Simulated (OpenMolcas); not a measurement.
**V2+, Nb2+, Ta2+: d³ down the group**

```json
{
 "Program": "OpenMolcas 26.06",
 "Method": "MS-CASPT2, IPEA 0.25 Eh, imaginary shift 0.1 Eh",
 "Basis": "ANO-RCC-VQZP",
 "Scalar Hamiltonian": "DKH2, point nucleus",
 "Spin-orbit coupling": "RASSI with atomic mean-field integrals over the reference wave functions, term energies averaged over their components"
}
```

Active space for each ion: 3 electrons in 5 orbitals (d); closed shells correlated by CASPT2: V2+ 3s 3p; Nb2+ 4s 4p; Ta2+ 5s 5p.

Computed levels in cm-1 above ⁴F_3/2:

```csv
Level,V2+,Nb2+,Ta2+
⁴F_5/2,155,515,2720
⁴F_7/2,367,1174,5220
⁴F_9/2,633,1933,7240
²G_7/2,11620,9200,12290
⁴P_1/2,12160,9000,14860
⁴P_3/2,12220,8880,15440
⁴P_5/2,12410,9960,14590
²P_1/2,15270,10830,9520
²D_5/2(1),16350,13540,18880
weight of ⁴F in the lowest level (%),100,99,88
```

Mixed levels, with the weight of the term that names them: Nb2+ ⁴P_3/2 (71 %), Ta2+ ⁴P_1/2 (60 %), Ta2+ ⁴P_3/2 (53 %), Ta2+ ²P_1/2 (60 %).

Measured, with the error of the calculation in %. Measured levels: V2+ from Sugar and Corliss, J. Phys. Chem. Ref. Data 7, 1191 (1978); Nb2+ from the list in Shadmi, J. Res. Natl. Bur. Stand. 70A, 435 (1966).

```csv
Level,V2+,Nb2+
⁴F_5/2,146 (+6.5),516 (-0.2)
⁴F_7/2,342 (+7.5),1177 (-0.2)
⁴F_9/2,584 (+8.4),1939 (-0.3)
²G_7/2,11966 (-2.9),9236 (-0.3)
⁴P_1/2,11514 (+5.6),8664 (+3.8)
⁴P_3/2,11592 (+5.4),8608 (+3.2)
⁴P_5/2,11770 (+5.4),9594 (+3.8)
²P_1/2,15580 (-2.0),
²D_5/2(1),16375 (-0.1),13094 (+3.4)
```

The fine-structure level ⁴F_9/2 changes by a factor of 11.4 from V2+ to Ta2+.

Without spin-orbit coupling ²G lies 11390, 8400, 7870 cm-1 above ⁴F in that order; the difference to the level ²G_7/2, of either sign, comes from spin-orbit coupling, which also lowers the zero.

CASPT2 breaks the degeneracy within a term, and the mean is taken; among the terms shown or strongly mixed into the levels shown the widest spread is 830 cm-1 (3d³ ⁴F, V2+). The CASPT2 spread within a term exceeds the gap to the next term for 4d³ ²G and 4d³ ⁴P, so the order of their levels is uncertain (figures for Nb2+; the like holds for Ta2+). Levels of configurations with an s electron are missing; early in the row they begin among the upper levels of the d shell and mix with terms of their name (holds for Nb2+). Configurations with an s electron lie low in 5d ions of this charge, fall among these levels and mix in, so low-spin terms can stand far too high, up to twice their true height, and weights are not those of the real levels (holds for Ta2+). Measured partners are found by configuration, term and J. A level has none where our copy of the source lacks it or the pairing is in doubt (some pairs that miss far off the trend of their configuration count as doubtful), and it then counts in no deviation. Only configurations of the active space appear.

A number in round brackets counts repeated terms of one configuration in the order of the reference energies.
